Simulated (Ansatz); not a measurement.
```yaml
crystal:
  periodic: [false, false, false]
  atoms:
    - {symbol: Li, position_ang: [-2.184633, -2.068450, -2.241387]}
    - {symbol: Li, position_ang: [-0.018829, 0.011964, -1.994902]}
    - {symbol: Li, position_ang: [2.077111, 2.182649, -2.203175]}
    - {symbol: Li, position_ang: [0.038590, -2.102879, 0.076747]}
    - {symbol: Li, position_ang: [2.092046, -0.048382, 0.078871]}
    - {symbol: Li, position_ang: [2.401524, -2.379417, 2.070153]}
    - {symbol: Li, position_ang: [-2.076112, 0.018691, 0.059697]}
    - {symbol: Li, position_ang: [-0.042825, 2.063033, 0.060257]}
    - {symbol: Li, position_ang: [0.011959, -0.028741, 2.157546]}
    - {symbol: Li, position_ang: [-2.381831, 2.375332, 1.965693]}
basis:
  gaussian: {orbitals: def2-mTZVPP}
total_charge: 1
magnetization: {spin_polarized: true, initial_magnetization: 1}
hamiltonian: {xc: {name: SPW92}}
scf: {omitted_lower_state_checks: [starts]}
output: {forces: true}
```

```sh
$ ansatz run in.yaml --threads 4 --pin off --events-out ev --progress --plain --max-ram 3916MiB
```

Shortened log:

```
Functional definition: SPW92
1330 factors; their error is unknown
mean field evaluation 1: about -1993.5569 eV, gradient 2.3e1 eV
mean field evaluation 2: about -1973.7147 eV, gradient 3.0e1 eV
mean field evaluation 4: about -1998.8401 eV, gradient 1.6e1 eV
mean field evaluation 8: about -2004.6371 eV, gradient 2.1e-1 eV
mean field evaluation 16: about -2004.6321 eV, gradient 2.1e-3 eV
mean field -2004.63210866 eV, -73.6688712047 hartree, gradient 1.4e-5 eV, S^2 0.754269; 0 other end points of the search recorded, 0 dependent functions left out
reference -2004.63216689 eV, -73.6688733446 hartree; 15, 14 occupied and 95, 96 virtual orbitals, 1330 factors
Total energy: -2004.63216689 eV, -73.6688733446 hartree
Atom 0 at    -2.184633    -2.068450    -2.241387 Å, force     0.036012     0.028786     0.041157 eV/Å
Atom 1 at    -0.018829     0.011964    -1.994902 Å, force     0.005641    -0.003358     0.095509 eV/Å
Atom 2 at     2.077111     2.182649    -2.203175 Å, force    -0.031750    -0.036133     0.036577 eV/Å
Atom 3 at     0.038590    -2.102879     0.076747 Å, force    -0.001716     0.103176    -0.011856 eV/Å
Atom 4 at     2.092046    -0.048382     0.078871 Å, force    -0.106422     0.005337    -0.008761 eV/Å
Atom 5 at     2.401524    -2.379417     2.070153 Å, force    -0.048815     0.044080    -0.028387 eV/Å
Atom 6 at    -2.076112     0.018691     0.059697 Å, force     0.095728    -0.002655    -0.003108 eV/Å
Atom 7 at    -0.042825     2.063033     0.060257 Å, force     0.007884    -0.097205    -0.000366 eV/Å
Atom 8 at     0.011959    -0.028741     2.157546 Å, force     0.000502     0.003470    -0.096642 eV/Å
Atom 9 at    -2.381831     2.375332     1.965693 Å, force     0.042935    -0.045496    -0.024122 eV/Å
Dipole moment:     0.016825    -0.019567     0.068955 e Å
Checks for a lower state left out: starts
```

It took 1.8 s on 4 threads of Arm Neoverse V2 on a shared host.

The dipole of an ion depends on the origin.
